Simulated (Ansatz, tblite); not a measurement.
Removing and adding an electron: the cluster Mg7O8 (the lowest singlet isomer of a short search). Charge 0, multiplicity 1. Geometry: r2SCAN-D4/def2-SVP. Ansatz, gas phase; energy differences of separate SCF runs; the oxidised species was run as a doublet alone; the reduced species was run as a doublet alone.

Cartesian coordinates in Å:
```
Mg 2.0551 -1.8454 2.8971
Mg 4.5176 -2.1283 1.4902
Mg -3.7659 1.3469 -0.1662
Mg -3.6830 2.3686 -2.8254
Mg -0.5513 -0.1596 0.8813
Mg -1.0198 0.9696 -1.5729
Mg 1.9967 -0.6839 0.0146
O -2.0954 0.6476 0.1670
O 0.2354 -0.5581 -1.0284
O 3.7454 -2.5117 3.1221
O -4.8313 2.1932 -1.3911
O 0.9001 -0.9940 1.7433
O 3.7414 -1.3012 0.0716
O 0.7090 0.8348 -0.4778
O -1.9541 1.8215 -2.9255
```

The xTB rows come from tblite. The structure holds one bond between oxygen atoms, so isomers without such links may lie far lower. HOMO above LUMO, or a gap near zero within one spin, warns that the state may not be the lowest or that an electron is smeared out. The structure comes from a short search, and lower isomers may exist.

(1) Estimate orbital energies and vertical ionisation energies and electron affinities at: GFN1-xTB; GFN2-xTB; PBE-D4/def2-SVP; PBE0-D4/def2-SVP.

## Answers

(1) 
```csv
level,−HOMO (eV),vertical IE (eV),−LUMO (eV),vertical EA (eV),HOMO–LUMO gap (eV),IE − EA (eV),remarks
GFN1-xTB,11.47,13.93,10.01,7.87,1.46,6.06,–
GFN2-xTB,11.98,14.05,11.24,9.20,0.74,4.85,–
PBE-D4/def2-SVP,4.92,6.91,2.57,1.34,2.35,5.57,"gap within one spin near zero (+1 doublet), gap within one spin near zero (-1 doublet), restricted SCF unstable in HF (singlet)"
PBE0-D4/def2-SVP,6.25,7.51,1.85,0.99,4.41,6.52,restricted SCF unstable in HF (singlet)
```

   Raw xTB energy differences between charge states are shifted by several eV; the methods need an empirical correction for them. Sets without diffuse functions give affinities that are too small.
